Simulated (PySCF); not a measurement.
**Static response to an electric field**

Species: C4H4F4.
Geometry (GFN2-xTB, Å), atoms numbered from 1 in this order:
```xyz
12
C4H4F4 angstrom
F     -2.1122    0.3201   -1.4762
C     -1.9526   -0.3515   -0.3334
C     -0.8651   -0.1962    0.4065
F     -0.7769   -0.9021    1.5533
C      0.3102    0.6829    0.1324
C      1.5903   -0.1422    0.0000
F      1.5562   -0.9033   -1.1174
F      2.6584    0.6778   -0.1283
H     -2.7791   -0.9999   -0.0881
H      0.1449    1.2366   -0.7930
H      0.4544    1.3834    0.9594
H      1.7727   -0.8063    0.8589
```

Level: CAM-B3LYP/def2-SVPD (PySCF), static field, nuclei fixed, core orbitals frozen in the response. The polarisability tensor in these axes (au):

```
x   62.35  4.08  6.13
y    4.08 45.11 -1.11
z    6.13 -1.11 49.54
```

Question: Give the principal values, the mean and the anisotropy Δα = √{½[(α1 − α2)² + (α2 − α3)² + (α1 − α3)²]}.

Answer: Principal values 43.00, 48.62 and 65.38 au; mean 52.33 au = 7.76 Å³ = 8.63 × 10⁻⁴⁰ C²·m²/J; Δα = 20.17 au (39 % of the mean).

Question: What is the dipole moment, and where does it point?

Answer: (-1.30, 0.32, 1.42) D, 1.95 D in size, pointing from the negative to the positive side. Measured along this direction, the outermost atoms are F7 at the negative end and H9 and F4 at the positive end.

Question: What molar refraction does this α imply?

Answer: Lorentz–Lorenz: R = (4π/3)N_A α = 2.5225 cm³/(mol·Å³) × 7.76 Å³ = 19.6 cm³/mol, in the limit of long wavelengths.

Question: Orientational against electronic polarisability at 250 K (dilute gas, rigid molecules)?

Answer: In Gaussian units μ²/3kT = 36.76 Å³ against 7.76 Å³, a ratio of 4.74; the Debye molar polarisation (4π/3)N_A(α + μ²/3kT) is 112.3 cm³/mol, leaving out the vibrational part.

Question: In TDDFT the mean static polarisability is Σ f/ω² over all singlet excitations (ω in hartree). How much of it do the 8 lowest give? Their energies (eV) and oscillator strengths: 7.07, 0.0074; 7.27, 0.2417; 7.49, 0.1713; 8.28, 0.0069; 8.54, 0.0045; 8.91, 0.0116; 8.98, 0.0002; 9.13, 0.0090.

Answer: They add up to 6.06 au, 11.6 % of the 52.33 au; the largest single term is 3.38 au, from the state at 7.27 eV. Terms in order: 0.11, 3.38, 2.26, 0.07, 0.05, 0.11, 0.00, 0.08 au. Higher excitations give the rest. The strengths listed sum to 0.453.

The structure is a single GFN2-xTB conformer in the gas phase; no vibrational or solvent corrections.
